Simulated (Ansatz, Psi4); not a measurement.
Ansatz (a program for electronic structure) was given this input:
Ansatz 0.2 input:
```yaml
crystal:
  periodic: [false, false, false]
  atoms:
    - {symbol: Cr, position_ang: [0.05209847, -0.00918190, 0.01711959]}
    - {symbol: O, position_ang: [1.23511899, -0.33445517, -0.92728600]}
    - {symbol: O, position_ang: [0.50205912, 0.02829272, 1.49812372]}
    - {symbol: F, position_ang: [-0.56708148, 1.48699299, -0.39379254]}
    - {symbol: F, position_ang: [-1.11600608, -1.19036352, -0.15927100]}
basis:
  gaussian:
    orbitals: STO-3G
hamiltonian:
  xc: {name: wB97M-V}
accuracy: high
```

Problem. Convert this to an input for Psi4.

Solution. Several could match; the one computed here: 
```
memory 2 GB

molecule {
0 1
Cr    0.05209847   -0.00918190    0.01711959
O     1.23511899   -0.33445517   -0.92728600
O     0.50205912    0.02829272    1.49812372
F    -0.56708148    1.48699299   -0.39379254
F    -1.11600608   -1.19036352   -0.15927100
}

set {
  basis sto-3g
  scf_type pk
  puream true
  d_convergence 1e-8
  dft_radial_points 99
  dft_spherical_points 590
}

energy('wb97m-v')
print_variables()
```

Both were run: Ansatz gave -1378.970507 Eh and Psi4 -1378.970556 Eh, 0.049 mEh apart.
